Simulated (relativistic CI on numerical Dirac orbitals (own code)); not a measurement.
Ni²⁺ in a cubic cluster: 2p photoemission with charge transfer

Computed with a charge-transfer multiplet model of a cubic metal-ligand cluster with up to 2 ligand holes, Slater and spin-orbit integrals from Dirac-Coulomb-Breit ions, Slater integrals scaled by 0.7. The parameters are those of a tetrahedral site (10Dq negative, t2 hopping the larger). The ground state mixes d8 with configurations of k ligand holes L, whose averages lie at kΔ + k(k − 1)U_dd/2; a core hole lowers each added d electron by U_cd. 300 K, Lorentzian 0.6 eV and Gaussian 0.8 eV FWHM.

Atomic integrals in eV (Slater integrals scaled, ζ unscaled), ground: F2dd 8.519, F4dd 5.287, zeta_d 0.080; with the core hole: F2dd 9.781, F4dd 6.109, zeta_d 0.114, zeta_core 11.406, F2cd 5.866, G1cd 4.475, G3cd 2.546.

Cluster parameters (eV): Δ = 4.3, U_cd = 7.5, 10Dq = -0.4, 10Dq(ligand) = 0, V(eg) = 1.18, V(t2g) = -2, final-state hopping factor = 0.9.

| Case | n_d | d8 | d9L | d10L2 | S |
| --- | --- | --- | --- | --- | --- |
| U_dd = 4.5 eV | 8.17 | 0.83 | 0.16 | 0.01 | 1.00 |
| U_dd = 5.9 eV | 8.17 | 0.83 | 0.16 | 0.00 | 1.00 |
| U_dd = 6.6 eV | 8.17 | 0.83 | 0.16 | 0.00 | 1.00 |
| U_dd = 8 eV | 8.17 | 0.84 | 0.16 | 0.00 | 1.00 |
| U_dd = 8.7 eV | 8.17 | 0.84 | 0.16 | 0.00 | 1.00 |

Weights, n_d and S are thermal averages at 300 K. Binding energies count from the first peak over 30 % of the highest in each spectrum, which can be another peak from case to case. The parameters are a model scan and need not match a compound or its usual spin state. Peaks in eV (height, largest 100):
- U_dd = 4.5 eV: 0.0 (100), 4.7 (55), 7.7 (12), 9.4 (14), 18.0 (54), 22.6 (41), 25.3 (14)
- U_dd = 5.9 eV: 0.0 (100), 4.7 (44), 9.4 (12), 18.1 (55), 23.1 (39), 25.6 (8)
- U_dd = 6.6 eV: 0.0 (100), 4.7 (40), 9.4 (10), 18.1 (55), 23.2 (39), 26.0 (6)
- U_dd = 8 eV: 0.0 (100), 4.8 (34), 6.0 (30), 7.8 (19), 9.9 (6), 18.1 (56), 23.5 (38)
- U_dd = 8.7 eV: 0.0 (100), 4.8 (33), 6.1 (29), 8.0 (19), 18.2 (56), 23.6 (37)

Curve for U_dd = 8 eV (points under 2 left out, the grid thinned):

(E (eV), Intensity): (-3.2, 2.1), (-2.6, 3.1), (-2.0, 5.2), (-1.4, 11.6), (-0.8, 40.1), (-0.2, 96.3), (0.3, 85.2), (0.9, 50.0), (1.5, 36.9), (2.1, 21.6), (2.7, 16.5), (3.3, 18.3), (3.9, 22.3), (4.5, 32.5), (5.1, 31.9), (5.7, 29.5), (6.3, 28.3), (6.8, 18.8), (7.4, 16.2), (8.0, 17.5), (8.6, 8.6), (9.2, 5.3), (9.8, 6.1), (10.4, 4.9), (11.0, 2.5), (16.0, 3.0), (16.6, 6.3), (17.2, 20.5), (17.7, 45.9), (18.3, 53.7), (18.9, 29.3), (19.5, 12.5), (20.1, 6.8), (20.7, 4.5), (21.3, 3.3), (21.9, 4.2), (22.5, 10.5), (23.1, 29.0), (23.7, 34.8), (24.2, 16.5), (24.8, 6.5), (25.4, 3.9), (26.0, 2.5), (26.6, 2.9), (27.2, 2.2)

For the case U_dd = 6.6 eV, Δ = 4.3 eV is smaller than U_dd = 6.6 eV, the charge-transfer side of the Zaanen-Sawatzky-Allen scheme. With the core hole the average of the configuration with one ligand hole lies at Δ − U_cd = -3.2 eV before mixing: it lies below the unscreened one, so the lowest final states are mostly screened and the unscreened weight appears at higher binding energy as a satellite.
